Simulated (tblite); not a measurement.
Species: C6H11O (doublet state).
Atom-mapped SMILES: `[CH3:1][CH:2][C:3](=[O:4])[CH:5]([CH3:6])[CH3:7]` (hydrogens: H8, H9, H10 on C1; H11 on C2; H12 on C5; H13, H14, H15 on C6; H16, H17, H18 on C7)

Structure used (GFN2-xTB), in Å, numbered top down from 1:
```
atom  x, y, z in Å
C1     2.838    0.556   -0.090
C2     1.571   -0.188   -0.083
C3     0.333    0.449    0.224
O4     0.256    1.653    0.470
C5    -0.902   -0.451    0.203
C6    -2.028    0.163    1.026
C7    -1.329   -0.636   -1.257
H8     3.529    0.153    0.655
H9     3.337    0.455   -1.057
H10    2.648    1.606    0.120
H11    1.588   -1.248   -0.287
H12   -0.632   -1.427    0.619
H13   -2.245    1.165    0.664
H14   -1.735    0.238    2.071
H15   -2.928   -0.444    0.955
H16   -2.196   -1.290   -1.315
H17   -1.590    0.326   -1.691
H18   -0.525   -1.074   -1.846
```

The geometry is computed with GFN2-xTB (gas phase). This method treats the open shell by occupation alone, without spin polarisation.

Masses are those of the commonest isotopes; rigid-rotor values at the optimised geometry. The values belong to one conformer with, in the numbering `[CH3:1][CH:2][C:3](=[O:4])[CH:5]([CH3:6])[CH3:7]`, C1–C2–C3–O4 1°, C2–C3–C5–C6 159°.

(1) Give the principal moments of inertia and the rotational constants in MHz.

(2) What kind of rotor is it?

(3) Is it planar, by Δ = Ic − Ia − Ib?

(4) Give the other two planar moments, Paa and Pbb, and the rms extents of the mass along the axes.

Answers

(1) Ia = 107.40, Ib = 300.23, Ic = 354.99 u·Å²; 505379 MHz·u·Å²/I gives A = 4706, B = 1683, C = 1424 MHz.

(2) An asymmetric top; Ray's κ = -0.842.

(3) Not planar: Δ = Ic − Ia − Ib = -52.64 u·Å². For a rigid frame Δ = −2 Σ m c², so Σ m c² = 26.32 u·Å² lies off the ab plane: 9.62 from hydrogen and 16.70 from heavier atoms. The atom farthest from that plane is 1.60 Å away.

(4) Paa = Σ m a² = (Ib + Ic − Ia)/2 = 273.91 and Pbb = Σ m b² = (Ia + Ic − Ib)/2 = 81.08 u·Å². With the mass M = 99.08 u, the rms extents √(P/M) along a, b and c are 1.66, 0.90, 0.52 Å.

For this open shell read J as N, the rotation without spin; fine and hyperfine splittings come on top. Its GFN2-xTB frequencies are all real (lowest 41 cm⁻¹). No vibrational averaging or centrifugal distortion is included, and the geometry carries the error of its method.
